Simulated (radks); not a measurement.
Removal energies from the ruthenium ion Ru4+, [Kr] 4d(3/2: 4, 5/2: 0), by Delta-SCF beside the eigenvalue of the level emptied. Method: Dirac Kohn-Sham, PBE, spin-unpolarised, spherical densities, finite nucleus; Fermi nuclear charge, rms radius of each element as measured or else 0.836 A^(1/3) + 0.57 fm; computed with a radial shooting solver on a logarithmic mesh with Libxc functionals. Sub-shells are occupied by j as written (lower j first in brackets).

\begin{tabular}{lrrr}
removed from & final configuration & Delta-SCF (eV) & -eigenvalue (eV) \\ \hline
4d3/2 & [Kr] 4d(3/2: 3, 5/2: 0) & 59.798 & 52.037 \\
4p3/2 & [Ar] 3d10 4s2 4p(1/2: 2, 3/2: 3) 4d(3/2: 4, 5/2: 0) & 104.13 & 95.106 \\
4p1/2 & [Ar] 3d10 4s2 4p(1/2: 1, 3/2: 4) 4d(3/2: 4, 5/2: 0) & 107.86 & 98.687 \\
4s1/2 & [Ar] 3d10 4s1 4p6 4d(3/2: 4, 5/2: 0) & 136.50 & 126.88 \\
\end{tabular}
